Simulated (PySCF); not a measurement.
Compound: C6H6N2.
Numbering: `[CH:1]#[C:2][C@:3]([CH3:4])([C:5]#[N:6])[N:7]=[CH2:8]` (hydrogens: H9 on C1; H10, H11, H12 on C4; H13, H14 on C8)

Cartesian coordinates in Å at the PBE0-D3(BJ)/def2-SVP level; atoms count from 1:
```xyz
14
C6H6N2 angstrom
C     -0.513   -1.082    2.742
C     -0.340   -0.770    1.587
C     -0.125   -0.370    0.187
C      0.483    1.043    0.121
C     -1.441   -0.360   -0.498
N     -2.436   -0.375   -1.090
N      0.842   -1.292   -0.405
C      0.527   -2.012   -1.393
H     -0.667   -1.363    3.767
H      0.629    1.329   -0.930
H      1.455    1.024    0.630
H     -0.179    1.770    0.610
H     -0.470   -2.018   -1.870
H      1.292   -2.683   -1.808
```

All values: PBE0/pcSseg-1 and PBE0/def2-SVPD (PySCF, non-relativistic), on one gas-phase PBE0-D3(BJ)/def2-SVP geometry that isn't relaxed in the solvent. The solvent is an IEF-PCM continuum (van der Waals radii × 1.2). Specific hydrogen bonds and non-electrostatic terms are outside this model.

Gas phase at PBE0/pcSseg-1: HOMO -8.25 eV, LUMO -1.06 eV, dipole 2.18 D.

What does the continuum do to the energy, the frontier levels and the dipole at PBE0/pcSseg-1 in acetonitrile and dimethylsulfoxide?

```json
{"solvent": "acetonitrile", "ε": "35.69", "E(solvent) − E(gas) (kcal/mol)": "-7.91", "polarisation term (kcal/mol)": "-9.09", "distortion of the solute (kcal/mol)": "1.18", "HOMO (eV)": "-8.25", "LUMO (eV)": "-0.92", "dipole (D)": "2.61"}
{"solvent": "dimethylsulfoxide", "ε": "46.83", "E(solvent) − E(gas) (kcal/mol)": "-8.00", "polarisation term (kcal/mol)": "-9.20", "distortion of the solute (kcal/mol)": "1.20", "HOMO (eV)": "-8.25", "LUMO (eV)": "-0.92", "dipole (D)": "2.61"}
```

The first energy column is the sum of the next two and covers electrostatics alone. From acetonitrile to dimethylsulfoxide the lowering changes by a factor 1.01, Onsager's factor (ε − 1)/(2ε + 1) by 1.01 and ε itself by 1.3.

Which radius a makes the point-dipole formula ΔE = −[(ε − 1)/(2ε + 1)]·μ²/a³ give the value in dimethylsulfoxide, with the gas-phase dipole?

μ = 0.857 au and |ΔE| = 0.01274 Eh give a = 1.61 Å; the farthest nucleus lies 3.80 Å from the centroid of the nuclei, so such a sphere wouldn't even hold the nuclei. The formula assumes a rigid point dipole at the centre of a sphere.

Give the dipole vector in the frame of the coordinates (D, pointing from negative to positive charge), gas and dimethylsulfoxide.

Gas (2.07, -0.09, 0.66), solvent (2.51, -0.11, 0.68). Its length changes by +20 % and its direction by 3°.

Which Hirshfeld charges (PBE0/pcSseg-1) respond most in acetonitrile (means over atoms taken as equivalent)?

| atoms | environment | gas (e) | solvent (e) | change |
| --- | --- | --- | --- | --- |
| N6 | nitrile nitrogen | -0.206 | -0.248 | -0.042 |
| N7 | imine nitrogen | -0.125 | -0.146 | -0.021 |
| C5 | nitrile carbon | +0.082 | +0.098 | +0.016 |
| H9 | alkyne hydrogen | +0.104 | +0.119 | +0.015 |
| C2 | alkyne carbon | -0.041 | -0.054 | -0.013 |
| C8 | imine carbon | +0.021 | +0.033 | +0.012 |
| H14 | hydrogen on a C=N carbon | +0.066 | +0.078 | +0.012 |
| H13 | hydrogen on a C=N carbon | +0.047 | +0.055 | +0.008 |
| H10/H11/H12 | methyl hydrogen | +0.052 | +0.057 | +0.005 |
| C3 | sp3 carbon bound to nitrogen | +0.089 | +0.088 | -0.001 |
| C4 | methyl carbon | -0.106 | -0.105 | +0.001 |
| C1 | terminal alkyne carbon | -0.089 | -0.090 | -0.001 |

How do the nuclear quadrupole coupling constants eQVzz/h respond in acetonitrile?

| nucleus | Q (barn) | gas (MHz) | solvent (MHz) | η gas | η solvent |
| --- | --- | --- | --- | --- | --- |
| 14N at N6 | 0.02044 | -4.63 | -4.34 | 0.08 | 0.08 |
| 14N at N7 | 0.02044 | -5.27 | -5.05 | 0.19 | 0.12 |

Gas phase at PBE0/def2-SVPD: HOMO -8.27 eV, LUMO -1.15 eV, dipole 2.23 D.

What does the continuum do to the energy, the frontier levels and the dipole at PBE0/def2-SVPD in acetonitrile?

```
     solvent      ε  E(solvent) − E(gas) (kcal/mol)  polarisation term (kcal/mol)  distortion of the solute (kcal/mol)  HOMO (eV)  LUMO (eV)  dipole (D)
acetonitrile  35.69                           -7.69                         -8.96                                 1.27      -8.26      -1.00        2.67
```

How does the static polarisability (PBE0/def2-SVPD, frozen core, with the continuum's full static response) change?

| medium | isotropic (au) | principal values (au) | ⟨r²⟩ of the electrons (bohr²) |
| --- | --- | --- | --- |
| gas | 80.0 | 69.7, 75.0, 95.3 | 896.0 |
| acetonitrile | 106.8 | 92.0, 101.7, 126.5 | 895.2 |

The isotropic value in acetonitrile is 1.33 times the gas-phase one; no cavity-field correction is applied. ⟨r²⟩ is taken about the centre of nuclear charge.

On an Arm Neoverse N1 with one thread (shared host), this took 35 s. This is the whole shielding run at PBE0/pcSseg-1 in dimethylsulfoxide, SCF included.
